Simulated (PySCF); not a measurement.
## Frontier orbitals and the lowest excitations

C11H15Cl.
Atom-mapped SMILES: `[CH:1]#[C:2][C@@H:3]1[CH2:4][CH2:5][C@:6]2([CH2:7]1)[CH2:8][C@H:9]([CH2:10][Cl:11])[CH2:12]2` (hydrogens: H13 on C1; H14 on C3; H15, H16 on C4; H17, H18 on C5; H19, H20 on C7; H21, H22 on C8; H23 on C9; H24, H25 on C10; H26, H27 on C12)

Structure used (PBE0-D3(BJ)/def2-SVP), in Å, numbered top down from 1:
```
atom  x, y, z in Å
C1     2.9695   -2.2580   -0.0781
C2     2.5547   -1.2442   -0.5966
C3     2.0550   -0.0164   -1.2117
C4     2.2216    1.2023   -0.2867
C5     1.0694    1.0626    0.7110
C6    -0.0520    0.2892   -0.0161
C7     0.5309   -0.0356   -1.4039
C8    -1.4845    0.8699   -0.0752
C9    -2.0408   -0.5455    0.1534
C10   -3.2299   -0.7228    1.0586
Cl11  -4.6947    0.0371    0.3588
C12   -0.6554   -0.9474    0.6965
H13    3.3457   -3.1563    0.3741
H14    2.5808    0.1255   -2.1706
H15    2.1001    2.1118   -0.8972
H16    3.2125    1.2513    0.1867
H17    0.7200    2.0367    1.0856
H18    1.3994    0.4835    1.5878
H19    0.1585   -0.9810   -1.8252
H20    0.2691    0.7685   -2.1116
H21   -1.6914    1.5184    0.7918
H22   -1.7862    1.4028   -0.9899
H23   -2.2422   -1.0416   -0.8096
H24   -3.0603   -0.2460    2.0355
H25   -3.4632   -1.7845    1.2239
H26   -0.2497   -1.9354    0.4330
H27   -0.6079   -0.8275    1.7916
```

Theory: PySCF 2.14.0, density-fitted response routines, TDDFT PBE0/def2-SVPD, vertical, gas phase, core orbitals frozen in the response.

Frontier orbitals with the atoms that hold most of them (Löwdin shares over 4%, at most four atoms; ? is withheld):

```tsv
orbital	ε (eV)	atoms
LUMO+2	0.81	Cl11 16%, C1 15%, C2 10%, C10 7%
LUMO+1	0.56	Cl11 31%, C10 15%, H25 6%, C12 5%
LUMO	0.44	?
HOMO	?	?
HOMO-1	-7.75	C1 39%, C2 36%, C3 7%, C4 5%
HOMO-2	-8.18	Cl11 44%, C10 9%, C9 9%, C12 8%
HOMO-3	-8.33	Cl11 70%, C10 12%, H24 5%
```

(1) Which atoms hold the LUMO, and with what shares?

(2) Which atoms hold the HOMO, and with what shares?

(3) What is the HOMO energy, and the HOMO–LUMO gap?

Answers

(1) H14 (bonded to C) 9%; C1 (bonded to C and H) 9%; C3 (bonded to 3 C and H) 8%; H20 (bonded to C) 8%. By element: hydrogen 17% or more, carbon 16% or more.

(2) C1 (bonded to C and H) 36%; C2 (bonded to 2 C) 32%; C3 (bonded to 3 C and H) 7%; C7 (bonded to 2 C and 2 H) 6%.

(3) ε(HOMO) = -7.67 eV; the gap is 8.11 eV (0.2981 hartree).

Problem. How does S1 compare with the orbital gap of 8.11 eV?

Solution. S1 is at 6.48 eV (f = 0.0001), 1.63 eV below the gap, made of HOMO→LUMO (21%), HOMO→LUMO+2 (15%), HOMO-1→LUMO+3 (10%). 

Next come S2 at 6.75 eV (f 0.0034), HOMO-1→LUMO (16%), HOMO-1→LUMO+3 (15%), HOMO→LUMO+3 (13%); S3 at 6.78 eV (f 0.0018), HOMO-1→LUMO+3 (29%), HOMO→LUMO+3 (22%), HOMO-1→LUMO+5 (15%); S4 at 7.21 eV (f 0.050), HOMO→LUMO (44%), HOMO→LUMO+2 (21%), HOMO-2→LUMO+1 (8%); S5 at 7.26 eV (f 0.0074), HOMO-2→LUMO+1 (36%), HOMO→LUMO+2 (12%), HOMO-1→LUMO (10%).

Löwdin shares depend on the basis, the more so with diffuse functions.

One conformer stands for the species.
